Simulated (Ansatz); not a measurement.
Geometry optimisation, UHF/def2-SVP (Ansatz).

input.yaml

```yaml
crystal:
  periodic: [false, false, false]
  atoms:
    - { symbol: B, position_ang: [0.075563, 0.0, -0.347545] }
    - { symbol: Cl, position_ang: [-0.036248, 0.0, 2.715286] }
    - { symbol: Cl, position_ang: [1.567296, 0.0, -1.227596] }
    - { symbol: H, position_ang: [-1.001667, 0.0, -0.858407] }
    - { symbol: Cl, position_ang: [-0.024643, 0.0, 4.753262] }
magnetization:
  spin_polarized: true
  initial_magnetization: 1
basis:
  gaussian: { orbitals: def2-SVP }
hamiltonian:
  xc: hf
relax:
  f_tol: 0.03
  max_steps: 50
output:
  orbitals: {}
```

Launched with:

```bash
$ ansatz run input.yaml --threads 1 --pin off --max-ram 2048MiB --backend cpu --events-out ev --progress --plain --runs-dir out
```

Task: Where does it end, and by what steps?

Result: It converged. The force dipped under the threshold on the way, but the program's further checks kept it going. After 5 steps the energy has fallen by 0.037 eV; Cl2 moved furthest, 0.46 Å.

```csv
step,energy less start (eV),largest force component (eV/Å),accepted
0,0.0000,0.141,yes
1,-0.0266,0.236,yes
2,-0.0270,0.647,yes
3,-0.0368,0.048,yes
4,-0.0371,0.020,yes
5,-0.0373,0.012,yes
```

```xyz
5
Properties=species:S:1:pos:R:3
B 0.061 0.000 -0.652
Cl -0.012 0.000 3.178
Cl 1.582 0.000 -1.484
H -0.996 0.000 -1.205
Cl -0.054 0.000 5.199
```

Run time: 4.2 s on 1 thread of AMD EPYC 9R45 96-Core Processor (Zen 5), with other jobs on the host, peak memory 0.22 GiB.
